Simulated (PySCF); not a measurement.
# RbNa: script and output

The script input.py:

```python
from pyscf import gto, dft

mol = gto.M(
    atom='Rb 0 0 0; Na 0 0 4.18',
    basis='jorge-dzp-dkh',
    charge=0,
    spin=0,
    verbose=3,
)
mf = dft.RKS(mol, xc='x3lyp')
mf = mf.sfx2c1e()
mf.kernel()
mf.analyze()
print('orbital energies (hartree):', mf.mo_energy[..., max(0, mol.nelec[1]-3):mol.nelec[0]+3].round(4))
```

```bash
$ OMP_NUM_THREADS=1 python input.py
```

It prints (some set-up lines and the per-cycle HOMO/LUMO lines with their warnings removed):

```
converged SCF energy = -3143.16121144564
**** MO energy ****
[13 lines left out]
MO #14  energy= -3.98877897274538  occ= 2
MO #15  energy= -3.98877897273868  occ= 2
MO #16  energy= -2.22157073909605  occ= 2
MO #17  energy= -1.26315348246182  occ= 2
MO #18  energy= -1.14122957848403  occ= 2
MO #19  energy= -1.14122957847533  occ= 2
MO #20  energy= -1.14096751196239  occ= 2
MO #21  energy= -0.643176480955896 occ= 2
MO #22  energy= -0.643176480936606 occ= 2
MO #23  energy= -0.641484414589444 occ= 2
MO #24  energy= -0.109901067684179 occ= 2
MO #25  energy= -0.0562099445327018 occ= 0
MO #26  energy= -0.0191597596972411 occ= 0
MO #27  energy= -0.0191597596835176 occ= 0
[33 lines left out]
 ** Mulliken atomic charges  **
charge of    0Rb =      0.10552
charge of    1Na =     -0.10552
Dipole moment(X, Y, Z, Debye): -0.00000, -0.00000, -3.37934
orbital energies (hartree): [-0.6432 -0.6415 -0.1099 -0.0562 -0.0192 -0.0192]
```

In short: E(SCF) = -3143.161211 Eh, μz(SCF) = -3.38 D.

Hardware: Arm Neoverse V2, 1 thread, shared host. Wall time 2.4 s.

Stability towards an unrestricted solution was not tested. The bond length is a typed value, not an optimised one.
